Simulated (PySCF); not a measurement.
**Polarisability and C₆ of Ru³⁺ (ruthenium, charge +3)**

[Kr] 4d5, high-spin 6S determinant. Computed with PySCF 2.14 in ANO-RCC-VTZP, with scalar relativity by spin-free X2C-1e. Coupled (time-dependent) response in atomic units; α is the mean over directions. The basis has no added diffuse functions, which lowers α and C₆.

```csv
method,mean α (bohr³),C₆ (like pair),S(−4)
UHF,4.654,21.39,4.148
PBE,5.031,23.28,5.591
PBE0,4.885,22.54,4.994
```

S(−4) is the Cauchy moment in α(ω) = α(0) + S(−4) ω² + …

α(iu) at PBE0:

```json
{"u (hartree)": "0", "α(iu) (bohr³)": "4.885"}
{"u (hartree)": "0.0500", "α(iu) (bohr³)": "4.873"}
{"u (hartree)": "0.100", "α(iu) (bohr³)": "4.836"}
{"u (hartree)": "0.200", "α(iu) (bohr³)": "4.699"}
{"u (hartree)": "0.300", "α(iu) (bohr³)": "4.500"}
{"u (hartree)": "0.500", "α(iu) (bohr³)": "4.019"}
{"u (hartree)": "0.750", "α(iu) (bohr³)": "3.420"}
{"u (hartree)": "1.00", "α(iu) (bohr³)": "2.897"}
{"u (hartree)": "1.50", "α(iu) (bohr³)": "2.092"}
{"u (hartree)": "2.00", "α(iu) (bohr³)": "1.542"}
{"u (hartree)": "3.00", "α(iu) (bohr³)": "0.9041"}
{"u (hartree)": "5.00", "α(iu) (bohr³)": "0.4045"}
```

A single London oscillator, α(iu) = α/(1 + u²/ω²), gives C₆ = (3/4) ω α². Matching the computed C₆ needs ω = 4 × 22.54 / (3 × 4.885²) = 1.26 hartree.

For an ion, C₆ is the dispersion term alone; charge-induced terms of lower order in 1/R come first.
